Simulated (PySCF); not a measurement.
C6H13O2 (cation, charge +1), SMILES O(C(C)=[OH+])CCCC at its GFN2-xTB optimised geometry (Å):

```
21

C      1.9545     1.6261     1.2453
C      0.4309     1.6219     1.2408
C     -0.1081     0.9084     0.0000
C     -1.6351     0.9084     0.0000
O     -2.1400     0.3350    -1.2291
C     -2.3460    -0.8966    -1.3790
C     -2.8277    -1.3665    -2.6925
O     -2.1434    -1.7123    -0.3909
H      2.3408     2.1391     0.3685
H      2.3220     2.1384     2.1293
H      2.3446     0.6114     1.2525
H      0.0647     1.1202     2.1380
H      0.0647     2.6491     1.2569
H      0.2600    -0.1198    -0.0150
H      0.2508     1.4162    -0.8967
H     -2.0182     1.9303     0.0000
H     -2.0272     0.3553     0.8564
H     -2.1315    -2.0925    -3.1172
H     -2.9343    -0.5318    -3.3810
H     -3.7923    -1.8675    -2.5885
H     -2.3446    -2.6491    -0.5574
```

Calculation: CAM-B3LYP/def2-SVP (PySCF 2.14.0). Cells within 0.4 Å of a nucleus heavier than hydrogen are left out (blank, or x).

Map of the electrostatic potential (hartree/e), clipped to [0.06, 0.32] on the plane z = 0.0 Å:

```
|00001111111111111000000000000|
|00111111111111111110000000000|
|01111111111111111111100000000|
|11111122222222111111110000000|
|11111222222222221111111000000|
|11122223333322222211211100000|
|11222334554333322222332110000|
|12222347996443333234995210000|
|12223359999655544336997210000|
|22233469999989986435994210000|
|22233469999999999543432110000|
|223344799xx99xx99533221110000|
|233345799xx99xx99532221110000|
|23344579999999999432211110000|
|33345679999989999532211110000|
|33445678998668999532211110000|
|33445678986555896422211110000|
|33445679996444444322211110000|
|33445699998443333222111110000|
|33445699x99433333222111110000|
|33445799998433332222111100000|
|33456799997543332221111100000|
|33446799996543322221111100000|
|23445799986543322211111000000|
|23345677765433222211111000000|
|22334455554433222111110000000|
|22233444443332221111110000000|
|22223333333322211111100000000|
|12222233322222111111000000000|
```
Scale: ten equal steps from 0.060 (start of '0') to 0.318 (end of '9'), in the order '0123456789'; x runs from -5.00 to 5.00, y from -5.00 (bottom) to 5.00 (top).
